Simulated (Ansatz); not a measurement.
CH6FNOSi (`OCN[SiH2]F`) from Hartree–Fock to CCSD(T)

| atom | x (Å) | y (Å) | z (Å) |
| --- | --- | --- | --- |
| O1 | 1.926 | -0.716 | -0.525 |
| C2 | 0.640 | -1.100 | -0.107 |
| N3 | -0.406 | -0.218 | -0.544 |
| Si4 | -1.087 | 1.024 | 0.395 |
| F5 | -0.112 | 2.289 | 0.578 |
| H6 | 2.101 | 0.168 | -0.188 |
| H7 | 0.497 | -2.101 | -0.521 |
| H8 | 0.580 | -1.172 | 0.987 |
| H9 | -0.520 | -0.199 | -1.547 |
| H10 | -1.317 | 0.511 | 1.763 |
| H11 | -2.302 | 1.514 | -0.290 |

The species carries charge 0 and has multiplicity 1. The structure was optimised at the PBE0-D4/def2-TZVP level. It is one conformer, not always the lowest. Frozen core, restricted reference, Ansatz 0.2.0. CBS rows extrapolate triple and quadruple zeta; past MP2 they add the triple-zeta difference.

| basis | HF (Eh) | MP2 corr. |
| --- | --- | --- |
| def2-SVP | -558.82329 | -0.77633 |
| def2-TZVPP | -559.26758 | -0.99601 |
| def2-QZVPP | -559.29022 | -1.07618 |

Problem. Estimate the CCSD correlation energy and the (T) correction in each basis where they were run (hartree).

Solution. 
```csv
basis,CCSD corr.,(T)
def2-SVP,-0.81900,-0.01824
def2-TZVPP,-1.02779,-0.03550
CBS(def2),-1.16733,as TZ
```
